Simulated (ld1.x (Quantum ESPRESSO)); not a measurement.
**Logarithmic derivatives: arsenic, ultrasoft**

* Element: As
* Generator: ld1.x (Quantum ESPRESSO) 7.5
* Type: ultrasoft
* Functional: PBEsol
* Relativity: fully relativistic
* Frozen core: [Ar]
* Valence charge: 15
* Reference configuration: 3d10 4s2 4p3
* Partial waves: 4s (bound): rcut 1.20, rcutus 1.55 bohr; 4s channel at -0.05 Ry: rcut 1.20, rcutus 1.55 bohr; 4p (bound): rcut 1.50, rcutus 2.05 bohr; 4p channel at -0.05 Ry: rcut 1.50, rcutus 2.05 bohr; 3d (bound): rcut 0.55, rcutus 0.70 bohr; 3d channel at -2.65 Ry: rcut 0.55, rcutus 0.70 bohr
* Local potential: all-electron potential smoothed inside 1.75 bohr (lloc = -1)
* Core correction: a·sin(br)/r model core inside 0.46 bohr
* Augmentation charge: built from norm-conserving waves at rcut, not smoothed further

Open shells are filled in proportion to 2j + 1 (rel_dist='average').

The phase is arctan(r·u′/u) with u = r·R(r), unwrapped; energies in Ry, scanned from -5 to 5 Ry. A pole is an energy at which the radial function vanishes at the test radius. The pseudo phase is shifted by a multiple of π to meet the all-electron one at the reference energy, and phase errors are pseudo minus all-electron; the curves can meet again beyond the range given. Levels narrower than the energy grid can be missing from the lists of poles.

```
channel  radius (bohr)  reference energy (Ry)  poles, all-electron  poles, pseudo  unbroken range about the reference energy with phases within 0.05 rad  phase error 1 Ry above the reference energy (rad)
      s           2.25                  -1.07                 0.43           0.43                                                              below 4.2                                             -0.000
   p1/2           2.25                  -0.40                 1.74           1.75                                                        the whole range                                             +0.000
   p3/2           2.25                  -0.38                 1.84           1.85                                                        the whole range                                             +0.000
   d3/2           2.25                  -3.02          -2.99, 4.21    -2.99, 4.24                                                        the whole range                                             -0.000
   d5/2           2.25                  -2.96          -2.93, 4.23    -2.93, 4.26                                                        the whole range                                             -0.000
```

Phases in the d3/2 channel:

```json
{"E (Ry)": "-5.00", "all-electron": "1.371", "pseudo": "1.371"}
{"E (Ry)": "-4.74", "all-electron": "1.365", "pseudo": "1.365"}
{"E (Ry)": "-4.48", "all-electron": "1.358", "pseudo": "1.358"}
{"E (Ry)": "-4.22", "all-electron": "1.350", "pseudo": "1.350"}
{"E (Ry)": "-3.96", "all-electron": "1.341", "pseudo": "1.341"}
{"E (Ry)": "-3.70", "all-electron": "1.328", "pseudo": "1.328"}
{"E (Ry)": "-3.44", "all-electron": "1.307", "pseudo": "1.307"}
{"E (Ry)": "-3.18", "all-electron": "1.236", "pseudo": "1.236"}
{"E (Ry)": "-2.92", "all-electron": "-1.711", "pseudo": "-1.710"}
{"E (Ry)": "-2.66", "all-electron": "-1.794", "pseudo": "-1.794"}
{"E (Ry)": "-2.40", "all-electron": "-1.819", "pseudo": "-1.819"}
{"E (Ry)": "-2.14", "all-electron": "-1.838", "pseudo": "-1.838"}
{"E (Ry)": "-1.88", "all-electron": "-1.857", "pseudo": "-1.857"}
{"E (Ry)": "-1.62", "all-electron": "-1.876", "pseudo": "-1.876"}
{"E (Ry)": "-1.36", "all-electron": "-1.898", "pseudo": "-1.899"}
{"E (Ry)": "-1.10", "all-electron": "-1.924", "pseudo": "-1.924"}
{"E (Ry)": "-0.84", "all-electron": "-1.955", "pseudo": "-1.955"}
{"E (Ry)": "-0.58", "all-electron": "-1.994", "pseudo": "-1.994"}
{"E (Ry)": "-0.32", "all-electron": "-2.043", "pseudo": "-2.043"}
{"E (Ry)": "-0.06", "all-electron": "-2.108", "pseudo": "-2.108"}
{"E (Ry)": "0.20", "all-electron": "-2.198", "pseudo": "-2.198"}
{"E (Ry)": "0.46", "all-electron": "-2.330", "pseudo": "-2.330"}
{"E (Ry)": "0.72", "all-electron": "-2.532", "pseudo": "-2.532"}
{"E (Ry)": "0.98", "all-electron": "-2.846", "pseudo": "-2.846"}
{"E (Ry)": "1.24", "all-electron": "-3.278", "pseudo": "-3.276"}
{"E (Ry)": "1.50", "all-electron": "-3.710", "pseudo": "-3.708"}
{"E (Ry)": "1.76", "all-electron": "-4.026", "pseudo": "-4.024"}
{"E (Ry)": "2.02", "all-electron": "-4.230", "pseudo": "-4.228"}
{"E (Ry)": "2.28", "all-electron": "-4.363", "pseudo": "-4.362"}
{"E (Ry)": "2.54", "all-electron": "-4.455", "pseudo": "-4.454"}
{"E (Ry)": "2.80", "all-electron": "-4.522", "pseudo": "-4.521"}
{"E (Ry)": "3.06", "all-electron": "-4.574", "pseudo": "-4.572"}
{"E (Ry)": "3.32", "all-electron": "-4.615", "pseudo": "-4.613"}
{"E (Ry)": "3.58", "all-electron": "-4.648", "pseudo": "-4.646"}
{"E (Ry)": "3.84", "all-electron": "-4.677", "pseudo": "-4.675"}
{"E (Ry)": "4.10", "all-electron": "-4.703", "pseudo": "-4.700"}
{"E (Ry)": "4.36", "all-electron": "-4.726", "pseudo": "-4.723"}
{"E (Ry)": "4.62", "all-electron": "-4.747", "pseudo": "-4.744"}
{"E (Ry)": "4.88", "all-electron": "-4.768", "pseudo": "-4.764"}
```
